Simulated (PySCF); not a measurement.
Spin states and ions at one geometry of Pb2F4

PySCF 2.14.0, RKS B3LYP, Pb def2-SVP with ECP60, F def2-SVP; non-relativistic Hamiltonian with scalar-relativistic core potentials where named; density fitting; no spin-orbit coupling; singlets restricted, open shells unrestricted. The geometry is relaxed for charge 0, singlet, vacuum (a saddle point, kept by symmetry):

```xyz
6

Pb   -0.5862    0.0000    1.8774
Pb    0.5862    0.0000   -1.8774
F     1.1615    0.0000    0.6092
F    -1.1615    0.0000   -0.6092
F     0.6616    0.0000    3.5493
F    -0.6616    0.0000   -3.5493
```

Energies count from the relaxed state; an electron taken off or put on is at rest in vacuum. Charges and spins are Mulliken's.

| state | energy (eV) | spin squared | charge on Pb1 (e) | spin on Pb1 (e) | dipole about the centre of mass (D) |
| --- | --- | --- | --- | --- | --- |
| charge 0, singlet, vacuum | 0.00 | 0.00 | 0.96 | 0.00 | 0.00 |
| charge 0, triplet, vacuum | 4.05 | 2.01 | 0.82 | 0.60 | 0.00 |
| charge -1, doublet, vacuum | -1.08 | 0.75 | 0.52 | 0.49 | 0.00 |

Q: What does the state charge +1, doublet, vacuum give?

A: energy (eV) 10.00, spin squared 0.76, charge on Pb1 (e) 1.23, spin on Pb1 (e) 0.10, dipole about the centre of mass (D) 0.00.

With an electron taken off (doublet) the charges change, summed by element, by Pb +0.54 e, F +0.46 e. The vertical ionisation energy is 10.00 eV, against −ε(HOMO) = 7.97 eV of the relaxed state. The level lies 2.0 eV too high, as is usual for semilocal functionals and global hybrids, which keep a self-interaction error.

With an electron put on (doublet) the charges change, summed by element, by Pb -0.87 e, F -0.13 e. The vertical electron affinity is 1.08 eV, against −ε(LUMO) = 2.89 eV of the relaxed state. The basis has no diffuse functions, which an added electron needs. The added electron's level lies above zero.

Open shells may have lower solutions than those found.
